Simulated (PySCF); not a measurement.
Isomers of C12H17OP, from PySCF 2.14.0, PBE0-D3(BJ)/def2-SVP geometry optimisation, gas phase. One conformer each, no zero-point energy, no frequencies.

**Question.** Which isomer lies lower at this level?
A. `[CH3:1][C:2]1([CH3:3])[CH2:4][CH2:5][P@:6]([CH3:7])(=[O:8])[c:9]2[cH:10][cH:11][cH:12][cH:13][c:14]21` with C1–C2–C4–C5 174°, C2–C4–C5–P6 -66°, C4–C5–P6–C7 -68°, C5–P6–C9–C10 163° (1,4,4-trimethyl-1,2,3,4-tetrahydrophosphinoline-1-oxide): A = 776.2, B = 659.4, C = 430.2 MHz, dipole 4.43 D
B. `[CH3:1][CH2:2][P:3](=[O:4])(/[CH:5]=[CH:6]/[c:7]1[cH:8][cH:9][cH:10][cH:11][cH:12]1)[CH2:13][CH3:14]` with C1–C2–P3–O4 51°, C2–P3–C5–C6 -123°, C5–C6–C7–C8 -178°, C2–P3–C13–C14 175°: A = 1309, B = 253.4, C = 245.1 MHz, dipole 3.64 D

**Answer.** A. That is 1,4,4-trimethyl-1,2,3,4-tetrahydrophosphinoline-1-oxide, `CC1(C)CC[P@](C)(=O)C2=CC=CC=C21`, 20.3 kcal/mol below the other.

```tsv
SMILES	mapped SMILES	E (Eh)	relative (kcal/mol)	relative (kJ/mol)	dipole (D)
CC1(C)CC[P@](C)(=O)c2ccccc21	[CH3:1][C:2]1([CH3:3])[CH2:4][CH2:5][P@:6]([CH3:7])(=[O:8])[c:9]2[cH:10][cH:11][cH:12][cH:13][c:14]21	-882.90667	0.0	0.0	4.43
CCP(=O)(/C=C/c1ccccc1)CC	[CH3:1][CH2:2][P:3](=[O:4])(/[CH:5]=[CH:6]/[c:7]1[cH:8][cH:9][cH:10][cH:11][cH:12]1)[CH2:13][CH3:14]	-882.87428	20.3	85.0	3.64
```

As drawn, the lower has a quaternary carbon, which the higher lacks; the higher has a C=C bond outside aromatic rings, which the lower lacks.
